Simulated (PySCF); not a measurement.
Simulated C 1s region for `[CH3][Al-]([CH3])([CH3])[P+](C)(C)C`, binding energy against the vacuum level.

Every computed line was given a Gaussian of 1.0 eV full width at half maximum and an area set by the number of equivalent atoms; the highest printed point is 100. Computed, not measured: delta-SCF UKS SCAN, pcX-2 on the ionised atom, pcseg-1 elsewhere, spin-free X2C (PySCF 2.14.0).

```
binding energy (eV)  intensity
              287.1          0
              287.2          1
              287.3          1
              287.4          2
              287.5          5
              287.6          8
              287.7         13
              287.8         20
              287.9         30
              288.0         42
              288.1         56
              288.2         70
              288.3         83
              288.4         93
              288.5         99
              288.6         99
              288.7         95
              288.8         85
              288.9         72
              289.0         58
              289.1         44
              289.2         32
              289.3         22
              289.4         14
              289.5          9
              289.6          5
              289.7          4
              289.8          3
              289.9          4
              290.0          7
              290.1         11
              290.2         17
              290.3         26
              290.4         37
              290.5         50
              290.6         64
              290.7         78
              290.8         90
              290.9         97
              291.0        100
              291.1         97
              291.2         89
              291.3         78
              291.4         64
              291.5         50
              291.6         37
              291.7         26
              291.8         17
              291.9         11
              292.0          6
              292.1          3
              292.2          2
              292.3          1
              292.4          0
```

Question: Count the maxima, the lines and the sites behind this envelope.

Answer: The curve has 2 maxima (at 288.6 and 291.0 eV). Under it lie 2 lines from 2 inequivalent carbon sites.

Question: Decompose the envelope and assign each component. Numbering: `[CH3:1][Al-:2]([CH3:3])([CH3:4])[P+:5]([CH3:6])([CH3:7])[CH3:8]`.

Answer: 
| position (eV) | relative area | line | atoms | environment |
| --- | --- | --- | --- | --- |
| 288.56 | 3 | C 1s | C1/C3/C4 | methyl carbon |
| 291.00 | 3 | C 1s | C6/C7/C8 | sp3 carbon bound to phosphorus |

Question: What are the centre and the root-mean-square width of the whole band?

Answer: The area-weighted mean of the lines is 289.78 eV. Their own spread about it is 1.22 eV (rms) and each Gaussian has σ = 1.0/2.355 = 0.42 eV; the variances add, which gives 1.29 eV.

Question: Above which line width would these two lines show one maximum?

Answer: Two equal Gaussians merge once their distance is under 2σ = FWHM/1.177. With 2.44 eV between them that is a full width over 2.87 eV.

Lowest listed C 1s: C1/C3/C4, bonded to 3 H and Al. Highest, 2.44 eV above it: C6/C7/C8, bonded to 3 H and P.

No satellites, vibrations or lifetime broadening are included. One atom of each set of topologically equivalent atoms was ionised and stands for the set; in this conformer not all members are related by symmetry, and their own values weren't computed. Geometry: PBE0-D3(BJ)/def2-SVP; no solvent, vibrations or thermal averaging.

The run took 60 s on one thread of an AMD EPYC 9R45, shared host, and the process peaked at 1.1 GiB of memory.

The values belong to the conformer `[CH3:1][Al-:2]([CH3:3])([CH3:4])[P+:5]([CH3:6])([CH3:7])[CH3:8]`: C1–Al2–P5–C6 177°.
